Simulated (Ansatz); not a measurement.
Cl$_{2}$ (SMILES ClCl), singlet, geometry from GFN2-xTB. Base run: B3LYP/STO-3G (Ansatz, a program for electronic structure).

Here is a job for Ansatz.
Ansatz 0.2 input:
```yaml
crystal:
  periodic: [false, false, false]
  atoms:
    - {symbol: Cl, position_ang: [-0.00000000, -0.00000000, -1.00842595]}
    - {symbol: Cl, position_ang: [0.00000000, 0.00000000, 1.00842595]}
basis:
  gaussian:
    orbitals: STO-3G
hamiltonian:
  xc: b3lyp
```

Variants of this job, named by their change:

```
change                                                          ΔE vs base (kcal/mol)
--------------------------------------------------------------  ---------------------
base                                                                            0.000
point_charge = charge:1.0 position_ang:-2.3572, 2.9714, -1.297                 -0.582
fitting.mean_field = cc-pVTZ-JKFIT                                             -0.144
point_charge = charge:0.5 position_ang:-0.832, -3.5084, 1.7511                 -0.298
nuclear_model = gaussian                                                            ?
lower_state_search = off                                                        0.000
final_grid = 10, 20, 41                                                        -0.001
fitting.mean_field = def2-universal-JKFIT                                           ?
accuracy = high                                                                -0.001
lower_state_search = full                                                       0.000
lower_state_search = light                                                      0.000
```

**Question.** Some entries are withheld; supply them.

**Answer.** 
- nuclear_model = gaussian, ΔE vs base (kcal/mol): 0.353
- fitting.mean_field = def2-universal-JKFIT, ΔE vs base (kcal/mol): -0.88
